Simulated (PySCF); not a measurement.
# From computed data to an observable: oscillator strength and radiative lifetime

Si(H)(I)2(Me) (CH4I2Si), SMILES C[SiH](I)I.

Coordinates come from a B3LYP-D3(BJ)/def2-SVP optimisation. The def2 effective core potentials stand for the cores of I; spin–orbit coupling is left out.

TDA-LC-ωPBE/def2-SVPD in PySCF puts the first singlet state with f over 0.02 at 5.51 eV (vertical), with the transition dipole (0.000, 0.000, 0.583) in atomic units.

Question: Find the oscillator strength, the wavelength and the radiative lifetime that this transition would have in vacuum if emission retraced absorption.

Answer: 
|μ|² = 0.3399 au, so |μ| = 1.48 D. ΔE = 5.51/27.211 = 0.2025 hartree. f = (2/3) ΔE |μ|² = 0.046 (the program prints 0.046).
λ = 1239.84/5.51 = 225 nm; ν = 44441 cm⁻¹.
Einstein's coefficient A = 0.6670 ν² f s⁻¹ (ν in cm⁻¹) = 6.0e7 s⁻¹, so τ = 1/A = 17 ns. This state is S1. The figure is the radiative limit of this one transition; relaxation, internal conversion, crossing to triplets and a medium change what is measured.
